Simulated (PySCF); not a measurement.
## Fine-structure interval along the 19-electron series

Calculated with PySCF 2.14 and a two-component X2C-1e Hamiltonian (Gaussian nucleus, no Breit or QED terms), each ion in its own even-tempered basis scaled to its charge; GMP2 freezes [Ne] and drops the highest virtual spinors. Values in cm⁻¹.

```csv
ion,configuration,GHF (screened spin-orbit),GMP2 (screened spin-orbit),GHF (bare spin-orbit)
In³⁰⁺,[Ar] 3d1,83878,83801,105450
Sn³¹⁺,[Ar] 3d1,92976,92915,116300
Sb³²⁺,[Ar] 3d1,102790,102750,127960
```

Between Z = 49 and Z = 51 the GHF (bare spin-orbit) value grows as Z to the power 4.84.
